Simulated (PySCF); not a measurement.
C2H6NO (SMILES CC(N)=[OH+]), charge +1, singlet, geometry from GFN2-xTB; BLYP/STO-3G (PySCF).

Here is a job for PySCF.
```python
from pyscf import gto, scf, dft

mol = gto.Mole()
mol.atom = '''
    O     0.318597    1.282346    0.055518
    C     0.045989    0.030480   -0.005547
    N     0.971309   -0.890866   -0.039247
    C    -1.383354   -0.330034   -0.021039
    H     0.728290   -1.872419   -0.084366
    H    -1.960376    0.454212   -0.508311
    H    -1.563605   -1.288230   -0.499661
    H    -1.746483   -0.388630    1.008214
    H     1.963033   -0.678155   -0.014999
    H     1.255393    1.547845    0.089227
'''
mol.basis = 'sto-3g'
mol.charge = 1
mol.spin = 0
mol.verbose = 5
mol.build()

mf = dft.RKS(mol)
mf.xc = 'blyp'
mf.grids.level = 0
mf.kernel()
mf.analyze()
```

The log (banner, timings and long lists left out):

```
PySCF version 2.14.0

[INPUT] verbose = 5
[INPUT] max_memory = 4000
[INPUT] num. atoms = 10
[INPUT] num. electrons = 32
[INPUT] charge = 1
[INPUT] spin (= nelec alpha-beta = 2S) = 0
[INPUT] symmetry False subgroup None
[INPUT] Mole.unit = angstrom
[INPUT] Symbol           X                Y                Z      unit          X                Y                Z       unit  Magmom
[...]
[INPUT] ---------------- BASIS SET ----------------
[INPUT] l, kappa, [nprim/nctr], expnt,             c_1 c_2 ...
[INPUT] N
[...]
                                18.052312         0.53532814
                                4.8856602         0.44463454
[...]
                                0.8784966         0.39951283
                                0.2857144         0.70011547
[...]
                                0.8784966         0.60768372
                                0.2857144         0.39195739
[INPUT] H
[...]
                                0.62391373        0.53532814
                                0.1688554         0.44463454
[INPUT] C
[...]
                                13.045096         0.53532814
                                3.5305122         0.44463454
[...]
                                0.6834831         0.39951283
                                0.2222899         0.70011547
[...]
                                0.6834831         0.60768372
                                0.2222899         0.39195739
[INPUT] O
[...]
                                23.808861         0.53532814
                                6.4436083         0.44463454
[...]
                                1.1695961         0.39951283
                                0.380389          0.70011547
[...]
                                1.1695961         0.60768372
                                0.380389          0.39195739

nuclear repulsion = 131.368810009895
number of shells = 18
number of NR pGTOs = 78
number of NR cGTOs = 26
basis = sto-3g
ecp = {}

******** <class 'pyscf.dft.rks.RKS'> ********
method = RKS
initial guess = minao
damping factor = 0
level_shift factor = 0
DIIS = <class 'pyscf.scf.diis.CDIIS'>
diis_start_cycle = 1
diis_space = 8
diis_damp = 0
SCF conv_tol = 1e-09
SCF conv_tol_grad = None
SCF max_cycles = 50
direct_scf = True
direct_scf_tol = 1e-13
XC library pyscf.dft.libxc version 7.1.2
    S. Lehtola, C. Steigemann, M. J. T. Oliveira, and M. A. L. Marques,  SoftwareX 7, 1–5 (2018)
XC functionals = blyp
    A. D. Becke,  Phys. Rev. A 38, 3098 (1988)
[...]
converged SCF energy = -206.77729371858
Total Energy =                        -206.777293718580182
[...]
1 C 2px         -0.03750  -0.19211  -0.07916  -0.21834   0.49596
1 C 2py          0.02535   0.18070  -0.00890  -0.06525   0.21038
1 C 2pz          0.01816   0.00311  -0.14070   0.01284   0.00165
2 N 1s           0.00168  -0.00084  -0.00028  -0.00011   0.00094
2 N 2s          -0.04845   0.04926   0.01948   0.00433  -0.05709
2 N 2px          0.23197  -0.29541   0.04589   0.03003  -0.15735
2 N 2py         -0.28986   0.10265   0.03517   0.23882  -0.36622
2 N 2pz         -0.01577   0.00818   0.04388   0.00427  -0.01539
3 C 1s           0.00416   0.00085  -0.00006  -0.01041  -0.01032
3 C 2s          -0.15303  -0.04758  -0.00392   0.45852   0.47357
3 C 2px         -0.41998  -0.17376  -0.08520  -0.41034   0.19490
3 C 2py         -0.07505   0.51020  -0.06075  -0.10462   0.06719
3 C 2pz         -0.06239   0.03286   0.65947  -0.06792   0.06441
4 H 1s          -0.17133  -0.01128   0.01964   0.22656  -0.28629
5 H 1s          -0.09066  -0.42695   0.29630  -0.39786  -0.17599
6 H 1s          -0.03196   0.46695   0.21958  -0.42026  -0.12372
7 H 1s           0.01473  -0.02793  -0.61391  -0.29989  -0.23139
8 H 1s          -0.10312   0.22859  -0.05271  -0.06912   0.20410
9 H 1s          -0.20201  -0.18672  -0.02668   0.01141   0.01019
               #26
0 O 1s           0.00214
0 O 2s          -0.12018
0 O 2px          0.21518
0 O 2py          0.24228
0 O 2pz          0.01647
1 C 1s           0.00078
1 C 2s          -0.04286
1 C 2px         -0.24280
1 C 2py          0.57475
1 C 2pz          0.02737
2 N 1s          -0.00304
2 N 2s           0.18136
2 N 2px         -0.35375
2 N 2py          0.17558
2 N 2pz          0.00068
3 C 1s           0.00100
3 C 2s          -0.04698
3 C 2px          0.05207
3 C 2py         -0.37418
3 C 2pz         -0.02868
4 H 1s          -0.00134
5 H 1s           0.22976
6 H 1s          -0.22880
7 H 1s           0.03660
8 H 1s           0.15827
9 H 1s          -0.14916
 ** Mulliken pop on meta-lowdin orthogonal AOs  **
 ** Mulliken pop  **
[...]
 ** Mulliken atomic charges  **
charge of    0O =     -0.00556
charge of    1C =      0.25426
charge of    2N =     -0.12180
charge of    3C =     -0.15464
charge of    4H =      0.23007
charge of    5H =      0.11418
charge of    6H =      0.10184
charge of    7H =      0.11606
charge of    8H =      0.21506
charge of    9H =      0.25055

WARN: System has nonzero charge 1; the dipole moment is origin-dependent.
Location of origin: [0. 0. 0.]

Dipole moment(X, Y, Z, Debye):  2.99295, -1.16756,  0.09204
```
